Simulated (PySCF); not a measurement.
W²⁺: ionisation energy

W²⁺ [Xe] 4f14 5d4 (5D) → W³⁺ [Xe] 4f14 5d3 (4F), as a difference of total energies. All numbers are calculated (PySCF 2.14, scalar relativity through the core potential, in def2-QZVPPD with the def2 core potential (60 electrons) (7s6p4d3f2g, 84 functions)). Correlated levels: valence: 5s2 5p6 frozen. The calculations carry no spin-orbit coupling.

| method | ionisation energy (eV) |
| --- | --- |
| UHF | 24.675 |
| MP2 (valence) | 25.176 |
| SCS-MP2 (valence) | 24.842 |
| CCSD (valence) | 25.235 |
| CCSD(T) (valence) | 25.244 |

How much does correlation contribute at CCSD(T) (valence)?

25.244 − (24.675) = 0.569 eV, measured against UHF.

The reference lies between the lowest fine-structure levels, while these numbers refer to the centres of the terms.

Errors of the correlated levels include the incompleteness of this basis and the frozen core.

For comparison: 26 ± 0.4 eV (semi-empirical (NIST evaluation); NIST Atomic Spectra Database, ionization energies).
